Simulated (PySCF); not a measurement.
**Ar (argon, neutral) across methods**

[Ne] 3s2 3p5 3d1, one real determinant (an excited configuration). Calculation: PySCF 2.14, in aug-cc-pV(T+d)Z with one added diffuse shell each of s, p, d, f type (7s6p5d3f, 71 functions); no relativity, point nucleus. The B2PLYP total includes its PT2 part (frozen core); its orbital energies are those of the SCF part.

```csv
method,E (hartree),mean ε 3p α (eV),mean ε 3p β (eV),mean ε 3d α (eV),Σ⟨r²⟩ (bohr²),⟨S²⟩
MN15,-526.9331,-18.082,-16.997,0.014,40.60,2.002
PBE0,-526.8706,-17.577,-16.289,-0.154,42.59,2.003
UHF,-526.31576,-22.550,-20.852,-1.077,44.03,2.007
BHandHLYP,-527.0350,-19.280,-17.955,-0.446,42.53,2.003
r2SCANh,-526.9937,-16.902,-15.560,0.167,42.26,2.004
PBE,-526.8332,-15.657,-14.495,0.277,42.66,2.002
r2SCAN,-526.9946,-16.229,-14.918,0.341,42.37,2.004
LDA,-525.4176,-15.624,-14.460,0.386,41.99,2.001
B2PLYP,-526.8986,-19.367,-17.976,-0.455,42.97,2.004
```

⟨L²⟩ = 7.99 against 12 for a pure F term, so this real determinant mixes terms. The outer electron is Rydberg-like, and this basis confines it to a smaller radius and binds it less than a complete one would.

The highest occupied level is positive at MN15, r2SCANh, PBE, r2SCAN, LDA: only the finite basis holds that electron, which in a density functional comes from self-interaction.
